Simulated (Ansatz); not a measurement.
## A rate constant, worked out

An elementary step of GePH7S, closed shell (GePH₇S ([SH][PH3][GeH3]) → GePH₅ ([PH2][GeH3]) + H₂S; S–P, H–P broken or loosened, S–H formed or tightened). The start structure is the reactant molecule, and the electronic barrier above it is 0.452 eV by CCSD(T) at an estimated basis limit (MP2 extrapolated from triple and quadruple zeta, plus CCSD(T) − MP2 in triple zeta). Ansatz 0.2.0; basis: def2-TZVPP and def2-QZVPP; cores frozen in the correlated methods. Filled d shells of the heavier atoms are correlated. The def2 sets are not built for correlating such inner shells, so the correlated values are less sure here. Extrapolation: Hartree–Fock as exp(−7.88 √X), correlation as X^−2.97. Harmonic wavenumbers at PBE0-D4/def2-TZVP (Ansatz 0.2.0), in cm⁻¹:

Start: 113, 153, 202, 276, 350, 367, 454, 504, 536, 651, 763, 784, 847, 867, 883, 1177, 1292, 2104, 2127, 2193, 2208, 2438, 2485, 2707.

Saddle: 783i, 88, 179, 242, 261, 360, 381, 447, 496, 531, 626, 722, 789, 833, 879, 971, 1105, 2091, 2208, 2218, 2232, 2268, 2551, 2701.

Question: Work out the transition-state-theory rate constant at 400 K from these numbers alone (harmonic vibrations; rotation, path degeneracy and anharmonicity left out), and the Wigner tunnelling factor. Use 1 cm⁻¹ = 1.2398 × 10⁻⁴ eV and k_B = 8.617 × 10⁻⁵ eV/K.

Answer: Zero-point energies, half the sums: start 26481/2 cm⁻¹ = 1.6416 eV; saddle, real modes only, 25179/2 cm⁻¹ = 1.5609 eV.
Barrier with zero-point energy: 0.452 + 1.5609 − 1.6416 = 0.3713 eV.
k_BT = 0.03447 eV, so the barrier is 10.77 k_BT.
Vibrational partition functions from the zero-point level, ln q = −Σ ln(1 − exp(−hν/k_BT)): start 4.669, saddle 4.664.
k = (k_BT/h) exp(ln q‡ − ln q) exp(−E0/k_BT), with log₁₀(k_BT/h in s⁻¹) = 12.92: log₁₀ k = 12.92 + (-0.005 − 10.77)/2.3026 = 8.24, so k ≈ 2 × 10^(8) s⁻¹.
Wigner factor: 1 + (hν‡/k_BT)²/24 = 1 + (2.82)²/24 = 1.33. A change of 1 kcal/mol (0.043 eV) in the barrier would change k by a factor of 3.5 at this temperature.

The T1 diagnostic stays at or below 0.015.

Labels in which every atom is bracketed show which atoms are joined, not bond orders.

For scale, one of the runs: CCSD(T)/def2-TZVPP, 230 basis functions, launched by `ansatz run in.yaml --threads 4 --pin off --events-out ev --progress --plain --max-ram 9574MiB`. Time: 110 s of wall clock on 4 CPU threads of an Arm Neoverse V1; the host was shared. Peak host memory: 3.6 GiB.
